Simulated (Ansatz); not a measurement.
Compare A (`OC1[SiH2]N[SiH2]1`) with its isomer B (`N[SiH2][SiH2]C=O`).

Isolated molecules relaxed with PBE0-D4/def2-TZVP in Ansatz; ΔE leaves out vibrations. CBS: MP2 limit from def2 TZ/QZ plus the TZ coupled-cluster correction, frozen cores. Functionals use def2-TZVPP. B3LYP here is the variant with VWN-RPA as its local correlation; programs differ in this. One conformer a species, not always the lowest.

A:

```xyz
12

O    -0.625    0.796    1.869
C    -0.660    0.574    0.467
Si   -0.621   -1.266   -0.027
N     0.760   -0.926   -1.018
Si    0.946    0.731   -0.558
H    -0.458    1.728    2.029
H    -1.508    1.087   -0.009
H    -1.799   -1.773   -0.788
H    -0.384   -2.184    1.119
H     1.278   -1.503   -1.656
H     2.140    1.050    0.277
H     0.931    1.684   -1.705
```

B:

```xyz
12

N     0.990   -0.858    2.051
Si   -0.096   -0.925    0.716
Si    0.312    0.914   -0.685
C    -1.007    0.899   -2.092
O    -2.078    1.438   -1.979
H     1.028   -0.033    2.628
H     1.152   -1.687    2.601
H     0.180   -2.189   -0.017
H    -1.553   -0.919    1.052
H     0.177    2.197    0.056
H     1.665    0.822   -1.301
H    -0.771    0.340   -3.030
```

Which isomer does CCSD(T)/CBS put lower? Give the gap. (Estimate.)

Computed: A, by 85.8 kJ/mol.

Give E(B) − E(A) in kJ/mol with B3LYP-D4, HF/def2-TZVPP, LDA (SPW92), B2PLYP, B3LYP, r2SCAN-D4, PBE0-D4. (Best estimate.)

The calculation gave: B3LYP-D4 67.0, HF/def2-TZVPP 64.5, LDA (SPW92) 101.3, B2PLYP 71.7, B3LYP 60.1, r2SCAN-D4 77.5, PBE0-D4 83.0. None reverses the order clearly.

Does the order hold for the free energy at 298.15 K (harmonic terms from PBE0-D4)? (Estimate.)

Ansatz gave: Yes: G(B) − G(A) = +65.8 kJ/mol, for one conformer each. Modes under 60 cm⁻¹, often nearly free rotors, make the harmonic entropy too high.

Largest T1 diagnostic: 0.015.

In def2-TZVPP, CCSD(T) changes the Hartree–Fock value by +13.9 kJ/mol (the triples alone add −1.5 kJ/mol) and MP2 by +30.7 kJ/mol. From BLYP to BHLYP (50 % exact exchange), in def2-TZVPP and without D4, E(B) − E(A) moves by +37.3 kJ/mol.
